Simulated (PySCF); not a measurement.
System: C₃H₄NSSi (charge -1, singlet). It need not be the lowest isomer of its formula. Whether it binds its extra electron was not tested at this geometry. 
Structure (B3LYP-D3(BJ)/def2-TZVP (Ansatz) minimum search):
```
C
N 1 1.3156
C 2 1.3679 1 113.42
C 3 1.3622 2 116.53 1 0.57
H 4 1.0781 3 128.05 2 178.93
H 3 1.0837 4 124.39 5 -0.59
S 4 1.7272 5 123.13 3 179.94
Si 1 1.9300 2 127.66 3 -171.25
H 8 1.5275 1 96.16 2 -66.49
H 8 1.5320 9 96.19 1 95.79
```
Charge -1, spin multiplicity 1.

Dispersion corrections to the total energy (kcal/mol) from the dftd3 and dftd4 libraries through PySCF: D3(BJ) without and D4 with the three-body term, each with the damping fitted for the functional named.

```csv
functional,D3(BJ),D4
HF,-58.14,-30.48
BLYP,-16.10,-18.92
TPSS,-9.33,(withheld)
B2GP-PLYP,(withheld),-3.62
BP86,-12.48,-11.62
BHLYP,(withheld),-10.71
CAM-B3LYP,-6.16,-7.36
```

Problem. Some entries are withheld; supply them.

Solution. 
- TPSS, D4: -11.55
- B2GP-PLYP, D3(BJ): -5.65
- BHLYP, D3(BJ): -10.77
